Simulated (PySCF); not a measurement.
C4H2F2, SMILES C#C/C(F)=C\F. Atoms are numbered in the order given.

```xyz
8

C     -0.8584     2.1892     0.0000
C     -0.2317     1.1513     0.0000
C      0.5059    -0.0605     0.0000
F      1.8377     0.0469     0.0000
C     -0.0286    -1.2897     0.0000
F     -1.3358    -1.4747     0.0000
H     -1.4162     3.1080     0.0000
H      0.5757    -2.1999     0.0000
```

Coordinates come from a PBE0-D3(BJ)/def2-SVP optimisation. The structure was generated by enumeration; whether it is a known compound was not checked.

Calculation: PBE/pcSseg-1 (PySCF).

GIAO shieldings, no solvent; atoms alike by connectivity are averaged. δ = σ(ref) − σ: ¹³C against TMS (σ = 182.0 ppm); ¹⁹F against CFCl3 (σ = 133.6 ppm); ¹H against TMS (σ = 31.49 ppm), references at their B3LYP-D3(BJ)/def2-TZVP geometries, non-relativistic.

Computed chemical shifts:
```json
[
 {"nucleus": "¹³C", "atoms": "C5", "count": "1", "δ (ppm)": "161.1"},
 {"nucleus": "¹³C", "atoms": "C3", "count": "1", "δ (ppm)": "145.6"},
 {"nucleus": "¹³C", "atoms": "C1", "count": "1", "δ (ppm)": "101.3"},
 {"nucleus": "¹³C", "atoms": "C2", "count": "1", "δ (ppm)": "77.5"},
 {"nucleus": "¹⁹F", "atoms": "F6", "count": "1", "δ (ppm)": "-183.4"},
 {"nucleus": "¹⁹F", "atoms": "F4", "count": "1", "δ (ppm)": "-193.7"},
 {"nucleus": "¹H", "atoms": "H8", "count": "1", "δ (ppm)": "8.00"},
 {"nucleus": "¹H", "atoms": "H7", "count": "1", "δ (ppm)": "4.12"}
]
```
